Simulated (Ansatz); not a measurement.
A nudged elastic band was laid between two geometries of a periodic cell of 17 atoms, Ba16H (host Ba, host structure bcc, interstitial H).

These are results of DFT PBE-D3(BJ), scalar-relativistic, plane waves, PAW in Ansatz, not measurements. Settings: cutoff 420 eV, k mesh 2x2x2, fermi-dirac smearing 0.05 eV, no spin polarisation.

```json
{
  "movable images": "5",
  "climbing image": "yes",
  "spring": "2.0 to 10.0 eV/Å², energy-weighted",
  "optimiser": "quadratic models (default)",
  "start path": "straight line",
  "force threshold": "0.05 eV/Å",
  "iteration limit": "49",
  "end points": "relaxed"
}
```

First end point:

```xyz
17
Lattice="10.0400 0.0000 0.0000 0.0000 10.0400 0.0000 0.0000 0.0000 10.0400" Properties=species:S:1:pos:R:3
Ba 0.041 0.001 0.065
Ba 4.951 0.001 -0.066
Ba -0.005 5.021 0.192
Ba 0.041 0.001 4.944
Ba 2.517 2.708 2.505
Ba 5.135 5.021 -0.078
Ba 4.951 0.001 5.076
Ba 7.416 2.439 2.505
Ba -0.005 5.021 4.817
Ba 2.518 7.335 2.505
Ba 2.470 2.582 7.525
Ba 5.135 5.021 5.088
Ba 7.416 7.604 2.505
Ba 7.601 2.451 7.525
Ba 2.470 7.461 7.525
Ba 7.601 7.592 7.525
H 1.258 5.022 2.504
```

Last end point:

```xyz
17
Lattice="10.0400 0.0000 0.0000 0.0000 10.0400 0.0000 0.0000 0.0000 10.0400" Properties=species:S:1:pos:R:3
Ba 0.070 -0.002 0.042
Ba 4.946 -0.002 0.042
Ba 0.197 5.018 -0.007
Ba -0.067 -0.002 4.949
Ba 2.508 2.705 2.519
Ba 4.818 5.018 -0.007
Ba 5.082 -0.002 4.949
Ba 7.528 2.580 2.468
Ba -0.078 5.018 5.139
Ba 2.508 7.330 2.519
Ba 2.508 2.432 7.412
Ba 5.094 5.018 5.139
Ba 7.528 7.456 2.468
Ba 7.528 2.445 7.603
Ba 2.508 7.605 7.412
Ba 7.528 7.591 7.602
H 2.507 5.018 1.258
```

(1) What changes between the two ends?

(2) Give the energies along the band, and the barrier.

(3) What is the geometry of the highest image?

## Answers

(1) The atom that moves furthest is H17, by 1.76 Å; four of its nearest neighbours are Ba10 2.63, Ba3 2.63, Ba5 2.63, Ba9 2.63 Å at the first end and Ba3 2.63, Ba5 2.63, Ba10 2.63, Ba6 2.63 Å at the last.

(2) The run converged. The highest image is number 3 of 0 to 6, 0.126 eV above the ends, which have the same energy within 2 meV. By the program's own check the climbing image is a first-order saddle point (lowest curvatures found: -0.65 and 0.27 eV/Å²). Limits of this set-up: coarse k mesh, odd electron count without spin, a small cell, in which the defect meets its images, a typed lattice constant that wasn't relaxed here.

```tsv
image	path coordinate (Å)	energy (eV)	Ba9–H17 (Å)	Ba6–H17 (Å)
0	0.00	0.000	2.63	4.66
1	0.57	0.046	2.81	4.13
2	0.89	0.103	3.09	3.74
3	1.17	0.126	3.40	3.40
4	1.45	0.102	3.74	3.09
5	1.77	0.046	4.14	2.81
6	2.34	0.000	4.66	2.63
```

(3) 
```xyz
17
Lattice="10.0400 0.0000 0.0000 0.0000 10.0400 0.0000 0.0000 0.0000 10.0400" Properties=species:S:1:pos:R:3
Ba -0.016 0.000 -0.018
Ba 4.997 0.000 -0.101
Ba 0.158 5.020 0.157
Ba -0.099 0.000 4.995
Ba 2.526 2.499 2.524
Ba 4.819 5.020 0.068
Ba 5.086 0.000 5.085
Ba 7.453 2.507 2.460
Ba 0.069 5.020 4.817
Ba 2.526 7.540 2.524
Ba 2.462 2.507 7.451
Ba 5.041 5.020 5.039
Ba 7.453 7.533 2.460
Ba 7.560 2.582 7.559
Ba 2.462 7.532 7.451
Ba 7.560 7.457 7.559
H 2.056 5.020 2.054
```

Time of the run: 8 min on 4 threads of Intel(R) Xeon(R) Platinum 8488C (Sapphire Rapids), with other jobs on the host, peak memory 5 GiB.
